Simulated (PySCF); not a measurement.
FO, doublet, geometry from GFN2-xTB, atoms displaced at random by about 0.08 Å a coordinate; B3LYP/6-31G, gradient run with PySCF.

Input for PySCF:
```python
from pyscf import gto, scf, dft

mol = gto.Mole()
mol.atom = '''
    O     0.044415    0.039569   -0.766295
    F     0.071628   -0.013545    0.498308
'''
mol.basis = '6-31g'
mol.charge = 0
mol.spin = 1
mol.verbose = 4
mol.build()

mf = dft.UKS(mol)
mf.xc = 'b3lyp'
mf.grids.level = 1
mf.kernel()
g = mf.nuc_grad_method()
g.grid_response = True
grad = g.kernel()
```

It wrote (shortened):

```
PySCF version 2.14.0

[INPUT] verbose = 4
[INPUT] num. atoms = 2
[INPUT] num. electrons = 17
[INPUT] charge = 0
[INPUT] spin (= nelec alpha-beta = 2S) = 1
[INPUT] symmetry False subgroup None
[INPUT] Mole.unit = angstrom
[INPUT] Symbol           X                Y                Z      unit          X                Y                Z       unit  Magmom
[INPUT]  1 O      0.044415000000   0.039569000000  -0.766295000000 AA    0.083932185823   0.074774573023  -1.448087680624 Bohr   0.0
[INPUT]  2 F      0.071628000000  -0.013545000000   0.498308000000 AA    0.135357302850  -0.025596340357   0.941665645680 Bohr   0.0

nuclear repulsion = 30.0951386214475
number of shells = 10
number of NR pGTOs = 44
number of NR cGTOs = 18
basis = 6-31g
ecp = {}

******** <class 'pyscf.dft.uks.UKS'> ********
method = UKS
initial guess = minao
damping factor = 0
level_shift factor = 0
DIIS = <class 'pyscf.scf.diis.CDIIS'>
diis_start_cycle = 1
diis_space = 8
diis_damp = 0
SCF conv_tol = 1e-09
SCF conv_tol_grad = None
SCF max_cycles = 50
direct_scf = True
direct_scf_tol = 1e-13
number electrons alpha = 9  beta = 8
XC library pyscf.dft.libxc version 7.1.2
    S. Lehtola, C. Steigemann, M. J. T. Oliveira, and M. A. L. Marques,  SoftwareX 7, 1–5 (2018)
XC functionals = b3lyp
    P. J. Stephens, F. J. Devlin, C. F. Chabalowski, and M. J. Frisch,  J. Phys. Chem. 98, 11623 (1994)
radial grids:
    Treutler-Ahlrichs [JCP 102, 346 (1995); DOI:10.1063/1.469408] (M4) radial grids

becke partition: Becke, JCP 88, 2547 (1988); DOI:10.1063/1.454033
pruning grids: <function nwchem_prune>
grids dens level: 1
symmetrized grids: False
atomic radii adjust function: <function treutler_atomic_radii_adjust>
small_rho_cutoff = 0
Set gradient conv threshold to 3.16228e-05
tot grids = 10480
init E= -175.052796519684

cycle= 1 E= -174.809033338391  delta_E= 0.244  |g|= 0.127  |ddm|= 1.18
cycle= 2 E= -174.816583013024  delta_E= -0.00755  |g|= 0.0996  |ddm|= 0.236
cycle= 3 E= -174.817565800873  delta_E= -0.000983  |g|= 0.09  |ddm|= 0.114
cycle= 4 E= -174.82037049682  delta_E= -0.0028  |g|= 0.00619  |ddm|= 0.0488
cycle= 5 E= -174.820395223167  delta_E= -2.47e-05  |g|= 0.00284  |ddm|= 0.00741
cycle= 6 E= -174.820399617502  delta_E= -4.39e-06  |g|= 0.000803  |ddm|= 0.00266
cycle= 7 E= -174.820400183073  delta_E= -5.66e-07  |g|= 0.000111  |ddm|= 0.00135
cycle= 8 E= -174.820400202017  delta_E= -1.89e-08  |g|= 1.94e-05  |ddm|= 0.000269
cycle= 9 E= -174.820400202801  delta_E= -7.84e-10  |g|= 7.15e-06  |ddm|= 5.96e-05
Extra cycle  E= -174.820400202771  delta_E= 3.04e-11  |g|= 1.34e-05  |ddm|= 1.33e-05
converged SCF energy = -174.820400202771  <S^2> = 0.75171487  2S+1 = 2.0017141

******** <class 'pyscf.grad.uks.Gradients'> for <class 'pyscf.dft.uks.UKS'> ********
unit = Eh/Bohr
grid_response = True
--------------- UKS gradients ---------------
         x                y                z
0 O     0.0033405613    -0.0065140547     0.1539317633
1 F    -0.0033405613     0.0065140547    -0.1539317633
----------------------------------------------
```
